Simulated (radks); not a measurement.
Values are calculated unless marked as measured or tabulated.
Task: The manganese ion Mn2+ is in [Ar] 3d5. Code: a radial shooting solver on a logarithmic mesh with Libxc functionals. Model: scalar-relativistic Kohn-Sham, LDA (Slater exchange, Perdew-Wang correlation), spin-polarised, spherical densities, finite nucleus; Fermi nuclear charge, rms radius of each element as measured or else 0.836 A^(1/3) + 0.57 fm. Open shells are filled with parallel spins first. One electron is removed from 3s, 2p, 3d, 3p in turn, with full relaxation. Which removal costs least, and what does each cost?

Result: 3d 34.329 eV; 3p 77.537 eV; 3s 108.57 eV; 2p 672.37 eV. The 3d electron leaves first.
